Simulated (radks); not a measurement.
Values are calculated unless marked as measured or tabulated.
The cobalt ion Co3+, 24 electrons, occupied as [Ar] 3d6. Code: a radial shooting solver on a logarithmic mesh with Libxc functionals. Model: scalar-relativistic Kohn-Sham, r2SCAN, spin-unpolarised, spherical densities, finite nucleus; meta-GGA in the generalised Kohn-Sham scheme; Fermi nuclear charge, rms radius 3.7875 fm.

X-ray form factor f0, the Fourier transform of the density (f0(0) = 24):

sin(theta)/lambda (1/angstrom)  f0 (electrons)
0.05                                    23.761
0.1                                     23.073
0.15                                    22.011
0.2                                     20.681
0.25                                    19.196
0.3                                     17.657
0.4                                     14.716
0.5                                     12.242
0.6                                     10.338
0.8                                      7.969
1                                        6.740
1.25                                     5.773
1.5                                      4.936
2                                        3.423
